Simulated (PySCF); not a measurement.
**Working with the constants of RbHg**

r²SCAN constants of RbHg, ²Σ⁺ (doublet), unpaired electrons σ ↑ (Rb def2-SVP with ECP28, Hg def2-SVP with ECP60; scalar-relativistic core potentials (PySCF 2.14); masses 84.9118 and 201.9706 u):

* ωe: 25.5 cm⁻¹
* ωexe: 0.481 cm⁻¹
* Be: 0.016634 cm⁻¹
* αe: 0.000284 cm⁻¹
* De to Rb + Hg: 0.070 eV

(1) What force constant and bond length do these constants imply?

(2) Estimate the centrifugal constant D from the Kratzer relation and find the Dunham coefficient a1.

The bond is weak. Basis-set superposition, not corrected here, can be much of De in a small basis, most of all at correlated wavefunction levels. Functionals without a dispersion term scatter widely for such bonds, and LDA overbinds them. Spin–orbit coupling is left out. The state is the lowest determinant that a PBE0 search found; another state may lie lower at other levels.

Answers

(1) Reduced mass μred = 59.779 u; k = 5.8918×10⁻⁷·μred·ωe² (u, cm⁻¹, mdyn/Å) = 0.0229 mdyn/Å; Re = √(16.8576/(μred·Be)) (u, cm⁻¹, Å) = 4.117 Å.

(2) D = 4Be³/ωe² = 2.83e-08 cm⁻¹; a1 = −1 − αeωe/(6Be²) = -5.36.
